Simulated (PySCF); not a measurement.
Calculated NMR data

[PySCF 2.14: σ from GIAO-PBE0/pcSseg-1; PBE0-D3(BJ)/def2-SVP structure; spin–spin couplings from B3LYP/pcJ-1 (spin–dipole term left out of most H,H and C,H couplings); in vacuum; single conformer; equivalent nuclei averaged; non-relativistic]

δ = σ(ref) − σ, references computed at the same level: 1H (σ = 31.27 ppm), 13C (σ = 184.41 ppm) vs TMS. Multiplet labels drop J under 1 Hz and among equivalent protons, and merge close values. Unscaled 3J(H,H) run several per cent high. Splittings of carbon signals by F and P are missing where no couplings were computed. Where no couplings were computed, multiplicities follow the n + 1 count of equivalent neighbours, and m marks all less simple cases (inequivalent or close neighbours, rings, F or P nearby). Shifts are as computed. Against solution values, carbons near 30 ppm lie about +2 ppm off and those near 130 ppm about +5 ppm. Of 1211 compounds with measured shifts, 218 miss one by over three times the rms of a fit or turn the order of signals round; such compounds aren't used in these exercises.

**1.** `CC(=O)OC(C)=O`, C₄H₆O₃. 1H NMR (600 MHz, computed): δ 1.96 (s, 6H). 13C{1H} NMR (computed): δ 167.1, 23.2.

**2.** `C=C[P@@](C)(=S)C(C)C`, C₆H₁₃PS. 1H NMR (600 MHz, computed): δ 7.06 (m, 1H), 6.63 (m, 1H), 6.20 (m, 1H), 1.42 (m, 3H), 1.40 (m, 1H), 1.15 (m, 3H), 0.94 (m, 3H). 13C{1H} NMR (computed): δ 147.6 (CH2), 140.1 (CH), 33.0 (CH), 21.4 (CH3), 16.6 (CH3), 15.9 (CH3).
